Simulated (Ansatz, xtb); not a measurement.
## Two isomers of C2H4O4S

Structure I is `O=CCS(=O)(=O)O`, a singlet and structure II is `O=C(O)C[SH](=O)=O`, a singlet. Both are isolated molecules in the gas phase, relaxed with B3LYP-D3(BJ)/def2-SVP; each stands in its lowest conformer found.

**Question.** Estimate which is lower in electronic energy at CCSD(T)/def2-SVP + ΔMP2/def2-TZVPP, and by roughly how much.

**Answer.** The CCSD(T)/def2-SVP + ΔMP2/def2-TZVPP calculation puts structure II lower, by 0.222 eV.

Level by level:

| level | geometry | E(II) − E(I) (eV) | departure from the last row (eV) | job, with rough time for the two |
| --- | --- | --- | --- | --- |
| B3LYP-D3(BJ)/def2-SVP | B3LYP-D3(BJ)/def2-SVP | −0.511 | −0.289 | optimisation, 1.7 min |
| HF/def2-SVP | B3LYP-D3(BJ)/def2-SVP | −0.539 | −0.317 | part of the CCSD(T) run |
| MP2/def2-SVP | B3LYP-D3(BJ)/def2-SVP | −0.459 | −0.237 | part of the CCSD(T) run |
| CCSD(T)/def2-SVP | B3LYP-D3(BJ)/def2-SVP | −0.470 | −0.248 | single point |
| CCSD(T)/def2-SVP + ΔMP2/def2-TZVPP | B3LYP-D3(BJ)/def2-SVP | −0.222 |  | single point, 81 s |

As drawn, II has 1 C–O, 1 S–H in place of 1 O–S, 1 C–H.

None of the levels shown reverses the order. The largest departure from CCSD(T)/def2-SVP + ΔMP2/def2-TZVPP is that of HF/def2-SVP, 0.317 eV. Levels run at GFN2-xTB geometries aren't shown. The last row adds to CCSD(T) the change of the MP2 difference between the two basis sets, here +0.248 eV, a large step that makes the value less sure.

With thermal terms from frequencies at re-optimised GFN2-xTB minima (ideal gas, soft modes damped towards free rotors, one conformer each, 298.15 K, 1 atm): the zero-point term adds +0.010 eV; ΔH is −0.230 and ΔG −0.203 eV.

The correlated steps freeze 11 core orbitals. Run with Ansatz 0.2.0, xtb 6.7.1; the last row on 2 threads of Intel(R) Xeon(R) Processor @ 2.70GHz on a shared host.
